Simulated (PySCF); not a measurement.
# H₂GeO + HCl → GeHCl + H₂O

Level: PBE0 in the def2-TZVP basis family, all electrons, no relativity, computed in PySCF with density fitting; open shells unrestricted.

```csv
species,state and structure,E (Eh),ZPE (kJ/mol),H(298 K) − H(0) (kJ/mol),S° (J/(mol K))
H₂GeO,"singlet, C2v, Ge–H 1.542 Å (×2), Ge–O 1.632 Å; H–Ge–H 113.2°, H–Ge–O 123.4° (×2)",-2153.06709,43.7,11.0,248.5
HCl,"singlet, C∞v, H–Cl 1.279 Å",-460.66440,17.9,8.7,186.6
GeHCl,"singlet, Cs, Ge–Cl 2.183 Å, Ge–H 1.601 Å; Cl–Ge–H 93.7°",-2537.41332,18.2,11.0,264.4
H₂O,"singlet, C2v, O–H 0.960 Å (×2); H–O–H 105.1°",-76.37736,56.5,9.9,188.7
```

Problem. What is the electronic reaction energy?

Solution. At PBE0/def2-TZVP, ΔE = -155.4 kJ/mol from the differences of the total energies times 2625.5, downhill. 

Problem. Add zero-point, thermal and entropy terms for 298.15 K and 1 bar.

Solution. ΔZPE = 13.1 and Δ[H(298) − H(0)] = 1.2 kJ/mol give ΔH° = -141.1 kJ/mol. ΔS° = 18.0 J/(mol K), so ΔG° = -141.1 − 298.15 × (0.0180) = -146 kJ/mol and log₁₀K = 25.7.

Only the bonding shown was studied: isomers, or loss of a ligand pair, can lie lower.
